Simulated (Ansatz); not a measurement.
```json
{"atom": "C", "x (Å)": "-0.0267", "y (Å)": "-0.4249", "z (Å)": "-0.0925"}
{"atom": "O", "x (Å)": "-0.0146", "y (Å)": "-0.4268", "z (Å)": "1.1850"}
{"atom": "N", "x (Å)": "0.0484", "y (Å)": "0.6680", "z (Å)": "-0.8578"}
{"atom": "H", "x (Å)": "0.0499", "y (Å)": "-1.3602", "z (Å)": "-0.6420"}
{"atom": "H", "x (Å)": "-0.0239", "y (Å)": "0.5722", "z (Å)": "-1.8969"}
{"atom": "H", "x (Å)": "-0.0421", "y (Å)": "1.6132", "z (Å)": "-0.4096"}
```

Basis set: cc-pVDZ (spherical functions). Frozen core: 3 orbitals. Charge 0, multiplicity 1.

Computed with Ansatz (development build ahead of 0.2.0); each method stands on the lowest determinant of its kind that the runs found. Restricted open shells among the atoms or ions are ROHF, correlated in semicanonical orbitals with singles.

Task: Give the atomization energy at this shape (free ground-state atoms in the same class of orbitals less the molecule, no zero-point energy) of singlet CH3NO by RHF-MP2, RHF.

Result:

| method | atomization energy |
| --- | --- |
| RHF-MP2 | 22.63 eV |
| RHF | 15.69 eV |

Caution: the shape is not the minimum.
